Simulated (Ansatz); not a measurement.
CH₃BClFOSi (`FB1OC[SiH]1Cl`) at its PBE0-D4/def2-TZVP geometry, where that method's forces vanish. Charge 0, multiplicity 1.

```xyz
9

F    -0.7986   -2.1713    1.4600
B    -0.3786   -1.1097    0.8139
O    -0.0218    0.0370    1.4540
C     0.3322    0.9782    0.3883
Si    0.0544   -0.3157   -0.9860
Cl   -1.4344    0.1296   -2.3279
H     1.3504    1.3339    0.5527
H    -0.3582    1.8220    0.4124
H     1.2545   -0.7042   -1.7673
```

What forces (eV/Å) does ωB97M-V/def2-TZVPP give on these atoms in Ansatz 0.2.0? (An estimate is asked.)

The calculation gave: 
```
F1  -0.081 -0.213  0.116
B2   0.060  0.130 -0.182
O3  -0.027 -0.047  0.159
C4   0.081  0.203 -0.184
Si5  0.183 -0.046  0.034
Cl6 -0.036  0.017 -0.028
H7  -0.095 -0.026 -0.010
H8   0.063 -0.069 -0.002
H9  -0.149  0.052  0.097
```
